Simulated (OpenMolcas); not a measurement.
Re5+ among 8 point charges of -1.2 e arranged as a cube (Oh).

```json
{"Program": "OpenMolcas 26.06", "Method": "SS-CASPT2, IPEA 0.25 Eh, imaginary shift 0.1 Eh (closed shells correlated: 5s 5p)", "Basis": "ANO-RCC-VTZP [8s7p5d3f2g1h]", "Scalar Hamiltonian": "DKH2, point nucleus", "Active space": "2 electrons in 5 orbitals (5d)", "State averaging": "2S+1 = 3 even, 10 roots; 2S+1 = 1 even, 15 roots", "Spin-orbit coupling": "state interaction with AMFI integrals over the reference wave functions"}
```

All point charges move together. At R = 2.04 Å the first state of the same spin is 4990 cm-1, and at R = 2.19 Å it is 3560 cm-1.

A third run gives 2690 cm-1. What distance was it run at?

With a power law R^-n the two known points give n = -ln(3560 / 4990) / ln(2.19 / 2.04) = 4.76. Then R = 2.04 × (4990 / 2690)^(1/4.76) = 2.323 Å. The run was at 2.28 Å, so the estimate is off by +0.043 Å.

Roots that are degenerate in the reference are averaged as groups; the widest CASPT2 spread within a group is 360 cm-1 (the 3-fold group of multiplicity 1 near 20800 cm-1 above the lowest state of its run, R = 2.04). Shifts and gaps below about the spread of the groups concerned are not significant. Free-ion shares, where given, are those of the reference states; single-state CASPT2 does not remix them. Spin-orbit coupling mixes the spin-free states strongly: the lowest level takes only 50 % from its leading state, 3A2 (figures for R = 2.04; the like holds for R = 2.19, R = 2.28). Point charges carry no covalency, so the field is a model and not that of real ligands. No measured value stands beside these numbers.
